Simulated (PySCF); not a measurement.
C4H9 (SMILES [CH2]CCC), doublet, at a GFN2-xTB geometry; BLYP/STO-3G (PySCF).

PySCF was given this input:
```python
from pyscf import gto, scf, dft

mol = gto.Mole()
mol.atom = '''
    C     0.637305    1.870053   -0.013944
    C     0.720085    0.402568   -0.007129
    C    -0.680967   -0.259710    0.006131
    C    -0.578777   -1.778271    0.013066
    H    -1.570814   -2.224755    0.022342
    H     0.521816    2.413063    0.904085
    H     0.508790    2.403784   -0.935675
    H    -0.039361   -2.121966    0.893137
    H    -0.051852   -2.130863   -0.871042
    H     1.245726    0.047094   -0.897555
    H     1.258307    0.056056    0.879305
    H    -1.235493    0.070423   -0.874191
    H    -1.222996    0.079324    0.890842
'''
mol.basis = 'sto-3g'
mol.charge = 0
mol.spin = 1
mol.verbose = 4
mol.symmetry = True
mol.build()

mf = dft.UKS(mol)
mf.xc = 'blyp'
mf.kernel()
mf.analyze()
```

Task: Write the output that PySCF gives for this input, abridged.

Result: 
```
PySCF version 2.14.0

[INPUT] verbose = 4
[INPUT] num. atoms = 13
[INPUT] num. electrons = 33
[INPUT] charge = 0
[INPUT] spin (= nelec alpha-beta = 2S) = 1
[INPUT] symmetry True subgroup None
[INPUT] Mole.unit = angstrom
[INPUT] Symbol           X                Y                Z      unit          X                Y                Z       unit  Magmom
[...]
nuclear repulsion = 123.694798267844
point group symmetry = Cs
symmetry origin: [-5.72644280e-08 -2.01858732e-17 -4.58115424e-07]
symmetry axis x: [ 0.92989061 -0.36780578 -0.00472874]
symmetry axis y: [-0.36776803 -0.92988896  0.00729369]
symmetry axis z: [0.00707986 0.00504325 0.99996222]
num. orbitals of irrep A' = 21
num. orbitals of irrep A" = 8
number of shells = 21
number of NR pGTOs = 87
number of NR cGTOs = 29
basis = sto-3g
ecp = {}

******** <class 'pyscf.dft.uks_symm.SymAdaptedUKS'> ********
method = SymAdaptedUKS
initial guess = minao
damping factor = 0
level_shift factor = 0
DIIS = <class 'pyscf.scf.diis.CDIIS'>
diis_start_cycle = 1
diis_space = 8
diis_damp = 0
SCF conv_tol = 1e-09
SCF conv_tol_grad = None
SCF max_cycles = 50
direct_scf = True
direct_scf_tol = 1e-13
number electrons alpha = 17  beta = 16
XC library pyscf.dft.libxc version 7.1.2
    S. Lehtola, C. Steigemann, M. J. T. Oliveira, and M. A. L. Marques,  SoftwareX 7, 1–5 (2018)
XC functionals = blyp
    A. D. Becke,  Phys. Rev. A 38, 3098 (1988)
    C. Lee, W. Yang, and R. G. Parr,  Phys. Rev. B 37, 785 (1988)
    B. Miehlich, A. Savin, H. Stoll, and H. Preuss,  Chem. Phys. Lett. 157, 200 (1989)
radial grids:
    Treutler-Ahlrichs [JCP 102, 346 (1995); DOI:10.1063/1.469408] (M4) radial grids

becke partition: Becke, JCP 88, 2547 (1988); DOI:10.1063/1.454033
pruning grids: <function nwchem_prune>
grids dens level: 3
symmetrized grids: True
atomic radii adjust function: <function treutler_atomic_radii_adjust>
small_rho_cutoff = 0
Freeze 0 electrons in irreps []
    33 free electrons in irreps A' A"
Set gradient conv threshold to 3.16228e-05
tot grids = 144744
init E= -155.794206187509

cycle= 1 E= -155.74120896699  delta_E= 0.053  |g|= 0.141  |ddm|= 2.99
cycle= 2 E= -155.744791658694  delta_E= -0.00358  |g|= 0.127  |ddm|= 0.378
cycle= 3 E= -155.755322685329  delta_E= -0.0105  |g|= 0.01  |ddm|= 0.18
cycle= 4 E= -155.755376326048  delta_E= -5.36e-05  |g|= 0.00631  |ddm|= 0.0231
cycle= 5 E= -155.75540428918  delta_E= -2.8e-05  |g|= 0.000589  |ddm|= 0.00952
[...]
converged SCF energy = -155.75540478727  <S^2> = 0.7530606  2S+1 = 2.0030583
Total Energy =                        -155.755404787269754
[...]
beta  MO #4 (A' #4), energy= -9.68935958354751 occ= 1
beta  MO #5 (A' #5), energy= -0.672024414926164 occ= 1
beta  MO #6 (A' #6), energy= -0.597169784490368 occ= 1
beta  MO #7 (A' #7), energy= -0.502831952010003 occ= 1
beta  MO #8 (A' #8), energy= -0.466601158756656 occ= 1
beta  MO #9 (A" #1), energy= -0.383447896592501 occ= 1
beta  MO #10 (A' #9), energy= -0.3344050740164 occ= 1
beta  MO #11 (A" #2), energy= -0.330003533303513 occ= 1
beta  MO #12 (A' #10), energy= -0.306840320452382 occ= 1
beta  MO #13 (A" #3), energy= -0.27089442258078 occ= 1
beta  MO #14 (A' #11), energy= -0.251493884809578 occ= 1
beta  MO #15 (A' #12), energy= -0.246548828059867 occ= 1
beta  MO #16 (A" #4), energy= -0.24209681334718 occ= 1
beta  MO #17 (A' #13), energy= 0.0311119474052057 occ= 0
beta  MO #18 (A" #5), energy= 0.339535152467764 occ= 0
beta  MO #19 (A' #14), energy= 0.350619629387623 occ= 0
beta  MO #20 (A' #15), energy= 0.373092964854581 occ= 0
beta  MO #21 (A" #6), energy= 0.392789227469102 occ= 0
beta  MO #22 (A' #16), energy= 0.413535046705704 occ= 0
beta  MO #23 (A' #17), energy= 0.429305128463137 occ= 0
beta  MO #24 (A' #18), energy= 0.455425517645157 occ= 0
beta  MO #25 (A' #19), energy= 0.457235477271259 occ= 0
beta  MO #26 (A" #7), energy= 0.472382203093629 occ= 0
beta  MO #27 (A' #20), energy= 0.473371838940259 occ= 0
beta  MO #28 (A' #21), energy= 0.512081538761448 occ= 0
beta  MO #29 (A" #8), energy= 0.557988667907866 occ= 0
 ** Mulliken pop alpha/beta on meta-lowdin orthogonal AOs **
 ** Mulliken pop       alpha | beta **
[...]
In total            17.00000 | 16.00000
 ** Mulliken atomic charges   ( Nelec_alpha | Nelec_beta ) **
charge of  0C =     -0.09370  (     3.55393      2.53977 )
charge of  1C =     -0.07815  (     3.01531      3.06283 )
charge of  2C =     -0.06403  (     3.06402      3.00000 )
charge of  3C =     -0.13817  (     3.07113      3.06704 )
charge of  4H =      0.04550  (     0.47823      0.47627 )
charge of  5H =      0.03629  (     0.46704      0.49667 )
charge of  6H =      0.03629  (     0.46704      0.49667 )
charge of  7H =      0.04424  (     0.47789      0.47788 )
charge of  8H =      0.04424  (     0.47789      0.47788 )
charge of  9H =      0.04390  (     0.48483      0.47126 )
charge of  10H =      0.04390  (     0.48483      0.47126 )
charge of  11H =      0.03984  (     0.47893      0.48124 )
charge of  12H =      0.03984  (     0.47893      0.48124 )
Dipole moment(X, Y, Z, Debye): -0.15063, -0.21182,  0.00214
```
